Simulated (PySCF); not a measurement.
Point groups of optimised structures. Computed with PBE0/def2-SVPD in PySCF (dipole) on a GFN2-xTB geometry, gas phase. The symmetry is that of the one conformer found, every atom within 0.08 Å of its image; none is proved a minimum here.

Q: Point group, rotor type and polarity of `[CH2:1]=[C:2]([CH3:3])[P:4]([CH3:5])[CH2:6][PH2:7]` with C1–C2–P4–C5 150°, C2–P4–C6–P7 73°, P4–C6–P7–H -49° and 43°?

A: C1; asymmetric top; symmetry number 1; this conformer is chiral (no improper operation); dipole 1.95 D.

Q: Point group, rotor type and polarity of `[CH2:1]=[C:2]([CH2:3][Cl:4])[C:5]([NH2:6])=[O:7]` with C1–C2–C3–Cl4 100°, C1–C2–C5–N6 -41°, C2–C5–N6–H -178° and -10°?

A: C1; asymmetric top; symmetry number 1; this conformer is chiral (no improper operation); dipole 3.76 D; A, B, C = 3179, 1478, 1292 MHz.

Q: What symmetry has `[CH3:1][CH2:2][NH:3][C@@H:4]([CH3:5])[CH:6]([F:7])[F:8]` with C1–C2–N3–C4 173°, C2–N3–C4–C5 77°, N3–C4–C6–F7 63°?

A: C1; asymmetric top; symmetry number 1; this conformer is chiral (no improper operation); dipole 2.01 D.

Q: What symmetry has `[N:1]#[C:2][c:3]1[cH:4][cH:5][cH:6][n:7]1[SiH3:8]` with H–Si8–N7–C6 0° (nearest H)?

A: Cs; asymmetric top; symmetry number 1; 2 operations, which sort the 14 atoms into 13 sets; dipole 4.31 D, in the ab plane, which is the mirror.
